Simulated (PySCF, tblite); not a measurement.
C5H9FO2Si.
Cartesian coordinates in Å at the GFN2-xTB level; atoms count from 1:
```xyz
18
C5H9FO2Si angstrom
C      2.4320   -0.9177   -0.0456
O      1.1804   -0.8430   -0.6958
C      0.7443    0.4623   -0.9396
C     -0.4523    0.3795   -1.8411
C     -1.6659    0.1314   -1.3748
F     -2.6964    0.0933   -2.2599
C     -2.0813   -0.1095    0.0280
Si    -0.7444    0.5602    1.2154
O      0.4444    1.1242    0.2533
H      3.2217   -0.4958   -0.6775
H      2.4134   -0.3842    0.9089
H      2.6217   -1.9750    0.1236
H      1.5457    1.0495   -1.4210
H     -0.2860    0.5142   -2.8969
H     -3.0605    0.3469    0.1808
H     -2.2206   -1.1845    0.1628
H     -0.2896   -0.5253    2.0872
H     -1.1154    1.7796    1.9159
```

Method: PBE0/pcSseg-1 in PySCF (dipole) on a GFN2-xTB geometry, gas phase.

Take the most abundant isotopes and a rigid rotor. The values belong to one conformer with, in the numbering `[CH3:1][O:2][C@H:3]1[CH:4]=[C:5]([F:6])[CH2:7][SiH2:8][O:9]1`, C1–O2–C3–C4 170°, O2–C3–C4–C5 82°, C4–C5–C7–Si8 19°, C5–C7–Si8–O9 -2°, C7–Si8–O9–C3 -36°.

(1) Give the principal moments of inertia and the rotational constants in MHz.

(2) Classify the top.

(3) Is it planar, by Δ = Ic − Ia − Ib?

(4) Which lines would a microwave search look for?

(5) Estimate the classical rotational partition function at 100 K, 200 K and 500 K.

Results:

(1) Ia = 239.31, Ib = 449.21, Ic = 591.92 u·Å²; 505379 MHz·u·Å²/I gives A = 2112, B = 1125, C = 853.8 MHz.

(2) An asymmetric top: κ = (2 × 1125 − 2112 − 853.8)/(2112 − 853.8) = -0.57.

(3) Not planar: Δ = Ic − Ia − Ib = -96.60 u·Å². For a rigid frame Δ = −2 Σ m c², so Σ m c² = 48.30 u·Å² lies off the ab plane: 11.07 from hydrogen and 37.23 from heavier atoms. The atom farthest from that plane is 1.76 Å away.

(4) The dipole components are |μa| = 1.47 D, |μb| = 0.70 D, |μc| = 0.43 D. Intensities carry the squares of the components, which stand as 1.00 : 0.23 : 0.08 (a : b : c). Some lines, for components of 0.1 D or more:

```tsv
type	branch	J(Ka,Kc)	MHz	lower level (cm⁻¹)
c	Q	2(1,2) ← 2(0,2)	764	0.196
a	Q	2(1,1) ← 2(1,2)	814	0.222
c	Q	1(1,1) ← 1(0,1)	987	0.066
b	Q	1(1,0) ← 1(0,1)	1258	0.066
b	Q	2(1,1) ← 2(0,2)	1578	0.196
a	R	1(0,1) ← 0(0,0)	1979	0.000
b	R	2(0,2) ← 1(1,1)	2922	0.099
c	Q	2(2,1) ← 2(1,1)	2960	0.249
b	R	1(1,1) ← 0(0,0)	2966	0.000
b	Q	2(2,0) ← 2(1,1)	3009	0.249
c	R	1(1,0) ← 0(0,0)	3237	0.000
a	R	2(1,2) ← 1(1,1)	3686	0.099
b	Q	2(2,1) ← 2(1,2)	3774	0.222
a	R	2(0,2) ← 1(0,1)	3909	0.066
a	R	2(1,1) ← 1(1,0)	4229	0.108
b	R	2(1,2) ← 1(0,1)	4673	0.066
c	R	2(1,1) ← 1(0,1)	5487	0.066
b	R	2(2,1) ← 1(1,0)	7189	0.108
c	R	2(2,0) ← 1(1,0)	7238	0.108
c	R	2(2,1) ← 1(1,1)	7461	0.099
b	R	2(2,0) ← 1(1,1)	7509	0.099
```

(5) Point group C1, symmetry number σ = 1; q = (√π/σ)·√((kT/h)³/(ABC)), k/h = 20836.6 MHz/K: 118000 at 100 K, 335000 at 200 K, 1320000 at 500 K.

Its GFN2-xTB frequencies are all real (lowest 31 cm⁻¹). No vibrational averaging or centrifugal distortion is included, and the geometry carries the error of its method. A rigid rotor knows nothing of internal rotation, which can split or shift real lines.
